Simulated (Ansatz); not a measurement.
Frontier orbitals of `NC[SiH2][SiH3]`.

Z-matrix (Å, degrees):
```
C
Si 1 1.889
N 1 1.457 2 110.4
H 1 1.095 2 106.9 3 -118.2
H 1 1.102 2 109.2 3 127.3
Si 2 2.342 1 111.0 3 -175.1
H 2 1.493 1 108.8 3 -55.4
H 2 1.488 1 110.4 3 62.8
H 3 1.013 1 111.2 2 -178.7
H 3 1.012 1 110.9 2 62.1
H 6 1.488 2 110.9 1 179.9
H 6 1.489 2 110.6 1 59.7
H 6 1.489 2 110.6 1 -59.9
```

The species carries charge 0 and has multiplicity 1. The structure was optimised at the PBE0-D4/def2-TZVP level. It is one conformer, not always the lowest. Basis def2-TZVPP, Ansatz.

```tsv
functional	HOMO (eV)	LUMO (eV)	gap (eV)
LDA (SPW92)	-5.62	-0.84	4.78
PBE	-5.52	-0.65	4.87
r2SCAN	-5.82	-0.35	5.47
PBE0	-6.98	0.18	7.16
B3LYP	-6.75	-0.01	6.74
BHLYP	-8.37	1.03	9.40
LC-ωPBE	-9.79	2.31	12.10
ωB97M-V	-9.37	1.83	11.20
HF	-10.47	3.11	13.58
```

From PBE to PBE0 the HOMO moves by −1.46 eV and the LUMO by +0.83 eV, and with ωB97M-V by −3.84 and +2.48 eV, so the gap grows from 4.88 to 11.19 eV with exact exchange. A positive LUMO is unbound and depends on the basis.

B3LYP here is the variant with VWN-RPA as its local correlation; programs differ in this. LC-ωPBE has ω = 0.4 bohr⁻¹.
